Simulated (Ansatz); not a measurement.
Geometry optimisation, RHF/def2-SVP (Ansatz 0.2.0).

input.yaml

```yaml
crystal:
  periodic: [false, false, false]
  atoms:
    - { symbol: Ti, position_ang: [0.198691, -0.473401, -0.618122] }
    - { symbol: O, position_ang: [0.033575, -0.408861, 2.485163] }
    - { symbol: Si, position_ang: [-1.222961, -0.19878, 3.559254] }
    - { symbol: H, position_ang: [-2.376846, -1.050453, 3.180259] }
    - { symbol: H, position_ang: [-0.804274, -0.563433, 4.934219] }
    - { symbol: H, position_ang: [-1.59345, 1.226017, 3.502215] }
    - { symbol: F, position_ang: [1.25971, 0.855941, -0.400631] }
    - { symbol: F, position_ang: [-1.439211, -0.041136, -0.32666] }
    - { symbol: F, position_ang: [0.296036, -0.912324, -2.273031] }
    - { symbol: F, position_ang: [0.701725, -1.910813, 0.314488] }
    - { symbol: H, position_ang: [0.386305, -1.298258, 2.324848] }
basis:
  gaussian: { orbitals: def2-SVP }
hamiltonian:
  xc: hf
relax:
  f_tol: 0.03
  max_steps: 50
```

Launched with:

```bash
$ ansatz run input.yaml --threads 4 --pin off --max-ram 5120MiB --backend cpu --events-out ev --progress --plain --runs-dir out
```

**Question.** Where does it end, and by what steps?

**Answer.** The forces met the threshold. After 8 steps the energy has fallen by 0.469 eV; H6 moved furthest, 0.71 Å. Joined: Ti1–O2 (3.11 → 2.25 Å).

| step | energy less start (eV) | largest force component (eV/Å) | accepted |
| --- | --- | --- | --- |
| 0 | 0.0000 | 1.182 | yes |
| 1 | -0.1239 | 0.689 | yes |
| 2 | -0.2610 | 0.783 | yes |
| 3 | -0.3944 | 1.147 | yes |
| 4 | -0.4403 | 0.452 | yes |
| 5 | -0.4611 | 0.358 | yes |
| 6 | -0.4654 | 0.085 | yes |
| 7 | -0.4686 | 0.069 | yes |
| 8 | -0.4692 | 0.029 | yes |

```xyz
11
Properties=species:S:1:pos:R:3
Ti 0.108 -0.504 -0.118
O -0.013 -0.740 2.114
Si -1.208 -0.162 3.184
H -2.404 -1.013 3.094
H -0.623 -0.253 4.536
H -1.481 1.229 2.806
F 1.163 0.825 0.211
F -1.592 -0.191 0.171
F 0.084 -0.471 -1.841
F 0.823 -2.083 0.106
H 0.583 -1.413 2.418
```

Whether the end is a true minimum wasn't checked by a vibrational analysis.

Run time: 20 s on 4 threads of Arm Neoverse V2, with other jobs on the host, peak memory 0.27 GiB.
